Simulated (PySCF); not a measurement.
Correlation energy of Co (cobalt, neutral)

[Ar] 3d7 4s2, high-spin 4F determinant. Calculation: PySCF 2.14, in x2c-QZVPPall with one added diffuse shell each of s, p, d, f, g type (12s8p6d5f3g, 128 functions); scalar relativity by spin-free X2C-1e. Frozen: [Ne]; 17 electrons correlated.

MP2 pair energies summed by pair of shells (mhartree):

| pair | energy | share (%) |
| --- | --- | --- |
| 3p-3d | -200.77 | 32.9 |
| 3d-3d | -197.92 | 32.5 |
| 3p-3p | -58.82 | 9.6 |
| 3d-4s | -42.08 | 6.9 |
| 3s-3d | -40.63 | 6.7 |
| 3s-3p | -29.30 | 4.8 |
| 4s-4s | -23.42 | 3.8 |
| 3p-4s | -11.38 | 1.9 |
| 3s-3s | -4.50 | 0.7 |
| 3s-4s | -0.93 | 0.2 |

Total MP2 correlation energy: -609.75 mhartree.

Same-spin part -196.57 and opposite-spin part -413.18 mhartree; SCS-MP2 scales them by 1/3 and 6/5 to -561.34 mhartree.

This basis was not built for core-valence correlation, so the inner-shell part is incomplete.
